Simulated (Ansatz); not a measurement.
Ideal-gas functions of ClH₃Sn (`[Cl][SnH3]`) at 500 K and 1 bar, from an Ansatz frequency run at PBE0-D4/def2-TZVP.

Molar mass 157.19 g/mol, point group C3v (symmetry number 3), electronic degeneracy 1, moments of inertia 8.071, 155.723, 155.723 u Å². Harmonic wavenumbers (cm⁻¹, unscaled): 371, 488, 488, 702, 705, 705, 1971, 1979, 1979.

Use S(trans) = R[1.5 ln M + 2.5 ln T − 1.1517]; rotational temperatures θ = 24.2544 K / I; S(rot) = R[ln(√π/σ · √(T³/θAθBθC)) + 1.5]; for each mode x = 1.438777 ν̃/T, S = R[x/(eˣ − 1) − ln(1 − e⁻ˣ)] and H = RT x/(eˣ − 1); 1 cm⁻¹ = 0.0119627 kJ/mol; R = 8.31446 J/(mol·K).

By hand: the entropy, in J/(mol·K).

Translation 182.7. Rotation: θ = 3.0051, 0.1558, 0.1558 K, giving 96.5. Vibration, mode by mode: 8.15, 6.14, 6.14, 3.75, 3.73, 3.73, 0.19, 0.19, 0.19, in all 32.2. Electronic 0.0. Sum 311.4 J/(mol·K).

By hand: H − E and G − E in kJ/mol, counted from the electronic energy.

Zero-point energy ½ × 9388 × 0.0119627 = 56.2; thermal vibration 10.2; translation, rotation and pV give 4 RT = 16.6. H − E = 83.0 kJ/mol, and G − E = 83.0 − 500 × 311.4/1000 = -72.7 kJ/mol.

Vibration gives 10 % of the entropy.
